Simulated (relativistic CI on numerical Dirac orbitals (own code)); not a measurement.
## What each ingredient does to the levels of Pb III

Base calculation: Dirac-Coulomb-Breit CI, KLI orbitals optimised for each configuration, QED by a radiative potential, valence Slater integrals scaled by 0.85, P86 correlation energy added to each configuration.

Configuration list (outside the closed core [Xe] 4f14): 5d10.6s2, 5d10.6s.6p, 5d10.6s.6d, 5d10.6s.7s, 5d10.6s.7p, 5d9.6s2.6p, 5d10.6p.6d, 5d9.6s2.5f, 5d10.6s.5f, 5d10.6s.8s, 5d10.6s.7d, 5d10.6p2, 5d9.6p3, 5d9.5f.6p2, 5d10.6d2, 5d9.6p.6d2, 5d9.5f.6d2. Double excitations out of closed p, d and f shells are left out; levels of such configurations are missing from the list, as are those of other unlisted configurations, and high levels can miss mixing partners.

The lowest level and the first level of each name with at least 55 % of one term (blank where a level has no safe partner in the second run):

```
           Level  Base (cm⁻¹)  Shift (cm⁻¹)
   5d10.6s2 1S_0          0.0           0.0
5d10.6s.6p 3P°_0      53799.1       -1847.5
5d10.6s.6p 3P°_1      58048.6       -1856.8
5d10.6s.6p 3P°_2      71690.3       -1861.1
5d10.6s.6p 1P°_1      90712.2       -1951.4
   5d10.6p2 3P_0     140286.9       -3226.8
 5d10.6s.7s 3S_1     144227.6       -4342.4
 5d10.6s.7s 1S_0     148677.5       -4342.4
   5d10.6p2 3P_1     151518.4       -2825.4
 5d10.6s.6d 3D_1     152484.1       -4786.0
 5d10.6s.6d 3D_2     152710.6       -4353.4
 5d10.6s.6d 3D_3     153583.2       -4360.1
5d9.6s2.6p 3P°_2     154792.0       -4071.0
   5d10.6p2 3P_2     161090.9       -3538.0
5d10.6s.7p 3P°_0     164541.2       -4880.3
5d10.6s.7p 3P°_1     165074.8       -4868.0
5d10.6s.7p 3P°_2     169147.7       -4858.6
5d10.6s.7p 1P°_1     170778.2       -4771.7
5d9.6s2.6p 3F°_4     172781.8       -4134.9
5d9.6s2.6p 3F°_2     173838.9       -4135.1
5d9.6s2.6p 3P°_1     175049.8       -4121.6
5d9.6s2.6p 1D°_2     177588.9       -4114.1
```

Correlation outside the listed configurations is missing or only estimated: errors of thousands of cm⁻¹ between configurations and terms are usual at this charge. Rates and lifetimes follow the computed energies and can be off by large factors. The fine structure of a lone outer electron comes out too small, for d and f at times inverted, and misplaced configurations move strength between like terms. 33 of the 66 excited levels that our extract of the measured tables holds in this range could be paired (the sources list more); they are missed by 4449 cm⁻¹ on average and 7290 at most, and levels without a partner can miss by more.

Task: One thing was changed in a second run, which moved the levels as shown. Which?
A. configuration mixing switched off
B. QED terms removed
C. no correlation estimate
D. Breit term removed
E. self-excluded LDA correlation estimate

Result: C. No correlation estimate. A correlation estimate moves all levels of a configuration together before mixing; mixed levels move by a weighted share.

LS names give the leading component of a level, which can be under half, so a name can repeat, a term be missing and a line seem to break the LS rules.
